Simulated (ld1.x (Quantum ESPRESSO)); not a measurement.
## zirconium (Zr): excitation energies, all-electron against TM

- Element: zirconium
- Generator: ld1.x (Quantum ESPRESSO) 7.5
- Type: norm-conserving Troullier–Martins (Kleinman–Bylander form)
- Functional: PBE
- Relativity: scalar-relativistic
- Frozen core: [Ar] 3d10 4s2
- Valence charge: 10
- Reference configuration: 4p6 4d2 5s2 5p0
- Partial waves: 5s (bound): rc 3.40 bohr; 4d (bound): rc 2.35 bohr; 4p (bound): rc 1.65 bohr
- Local potential: the p channel
- Core correction: a·sin(br)/r model core inside 1.60 bohr

Energies are relative to the spin-unpolarised reference configuration 4p6 4d2 5s2 5p0; without spin polarisation the order of configurations can differ from experiment. Not all tests gave a result: 1 of 7 tests not solved or not reliable. Left out of the table: 4p5 4d2 5s2 5p0 (pseudo-atom not self-consistent, printed error -684 eV).

```tsv
valence configuration	charge	ΔE all-electron (eV)	error AE − PS (meV)
4p6 4d2 5s1 5p0	+1	7.137	-5.6
4p6 4d1 5s0 5p0	+3	42.704	+29
4p6 4d3 5s1 5p0	0	1.195	-27
4p6 4d2.5 5s1.5 5p0	0	0.514	-8.5
```

Task: What are ΔE and the potential's error for 4p6 4d0 5s0 5p0?

Result: ΔE = 76.922 eV all-electron; the error (AE − PS) is +83 meV.

Task: What are ΔE and the potential's error for 4p6 4d2 5s0 5p0?

Result: ΔE = 20.077 eV all-electron; the error (AE − PS) is -27 meV.

Levels in the configuration 4p6 4d2.5 5s1.5 5p0:

```csv
level,all-electron (eV),pseudo (eV)
4p,-31.412,-31.358
4d,-2.910,-2.894
5s,-4.118,-4.129
```

Note: ghost state, extra bound levels that the all-electron valence spectrum of the same l lacks: s at -23.1 eV. A true bound ghost makes a file unfit for plane-wave use.
